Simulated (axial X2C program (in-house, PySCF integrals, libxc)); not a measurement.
**YH: from the spin-free to the two-component result**

Calculated with an axial X2C code built on PySCF integrals. Spin-free means the one-electron spin-free X2C Hamiltonian; two-component (2c) means X2C with spin–orbit coupling and atomic mean-field two-electron Coulomb and Gaunt terms, so the difference of the two also holds small scalar two-electron terms. Basis: Y dyall-cv3z [11s12p9d6f3g], H dyall-v3z [6s2p1d] (cores contracted in-house); Gaussian nuclei, density fitting, unrestricted open shells. Masses: Y 88.906 u, H 1.008 u.

Spin-free state: M_S = 0, Λ = 0 (closed shell); fragments Y + H.

```tsv
level	Re (Å)	ωe (cm⁻¹)	De (eV)	μ (D)
PBE0	1.907	1546.2	2.816	-1.66
HF	1.954	1510.5	2.176	-1.41
MP2	1.917	1533.4	2.844	n/a
CCSD	1.935	1496.4	3.029	n/a
CCSD(T)	1.936	1489.8	3.029	n/a
M06	1.916	1514.4	2.868	-1.80
```

Correlated methods: 12 electrons correlated (number of frozen shells: Y 3 s, 2 p, 1 d; H none), 242 virtual spin orbitals or spinors in MP2, 88 natural virtuals in coupled cluster.

Dipoles are positive if H is the positive end.

Two-component determinant lowest at the distance of the search:

Ω = 0 (closed shell); fragments Y + H.

| level | Re (Å) | ωe (cm⁻¹) | μ (D) |
| --- | --- | --- | --- |
| PBE0 | 1.907 | 1546.5 | -1.66 |
| HF | 1.954 | 1510.7 | -1.41 |
| MP2 | 1.916 | 1533.8 | n/a |
| CCSD | 1.935 | 1496.6 | n/a |
| CCSD(T) | 1.935 | 1490.2 | n/a |
| M06 | 1.916 | 1514.3 | -1.80 |

**Question.** From the two tables, how do the constants change at the CCSD(T) level (2c against spin-free)?

**Answer.** At the CCSD(T) level Re is unchanged within 0.001 Å and ωe rises by 0.4 cm⁻¹.

The state is one determinant whose occupation by symmetry is held fixed; it was picked as the lowest of a PBE0 search that is not exhaustive. Closed shells are restricted here (equal orbitals for both partners); the stretched side of such a curve lies too high. Dissociation energies refer to the lowest single-determinant-based atoms at the same level and basis. De is not given where an atomic determinant may have missed its ground term or J level, or where the truncated virtual space spoils (T). Coupled cluster ran in a truncated set of natural virtual spinors; the MP2 energy of the rest was added. (T) has no such correction and the atoms are truncated less, which lowers De at CCSD(T) by a hundredth of an eV or more. PBE0 can misorder states that lie within some tenths of an eV, so this need not be the ground state of the molecule. The nearest other spin-free determinant of the search, M_S = 1, Λ = 2, lies 0.49 eV up at the distance of the search. Without a current term, density functionals place determinants with orbital angular momentum somewhat too high.
